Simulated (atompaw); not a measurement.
**Before and after: PAW (atompaw) potential for magnesium (Mg)**

* Element: magnesium
* Generator: atompaw 4.2.0.5
* Type: PAW
* Functional: PBEsol
* Relativity: scalar-relativistic
* Frozen core: [He] 2s2
* Valence charge: 8
* Reference configuration: 2p6 3s1.75 3p0.25
* Partial waves: 3s (bound); 3s channel at 1.95 Ry; 2p (bound); 3p (bound); 3d channel at 0.4 Ry
* Local potential: vpsmatchnc scheme with l = 3 at -0.5 Ry, radius 2.00 bohr
* Core correction: smooth core density matched at 1.80 bohr
* Augmentation charge: sinc compensation charge, radius 2.50 bohr; PAW radius 2.80 bohr; waves and projectors: bloechl

Change: core [He], valence charge 10; reference 2s2 2p6 3s1.5 3p0.5; waves now 2s (bound); 3s (bound); 2p (bound); 3p (bound); 3d channel at 0.4 Ry; local potential vpsmatchnc scheme with l = 3 at -0.5 Ry, radius 1.20 bohr; core correction smooth core density matched at 1.15 bohr; augmentation sinc compensation charge, radius 1.15 bohr; PAW radius 1.45 bohr; waves and projectors: bloechl.

Cutoffs: the cutoffs (Ry, on a coarse ladder) from which the occupation-weighted sum of valence levels, in a spherical-Bessel basis at the reference potential, stays within 10 and 1 mRy of its value at 400 Ry; they do not see the model core or the augmentation charge, which bear on the density cutoff.

Problem. What does the change do?

Solution. The potential gets harder (35 Ry and 45 Ry → 110 Ry and 140 Ry); neither file shows a bound ghost. The added semicore shells are compact, so their waves need more plane waves. Several settings change at once here, so the effects cannot be laid on one of them.

| quantity | base | changed |
| --- | --- | --- |
| cutoff, loose | 35 Ry | 110 Ry |
| cutoff, tight | 45 Ry | 140 Ry |
| loose cutoff by channel (10 mRy a level) | s 10 Ry, p 25 Ry | s 70 Ry, p 80 Ry |
| bound ghosts | none | none |
| lowest overlap eigenvalue by channel | s 0.30, p 1.00, d 1.00 | s 0.68, p 1.00, d 1.00 |

 The cutoffs see the waves, projectors and local potential, not the compensation charge or the core.
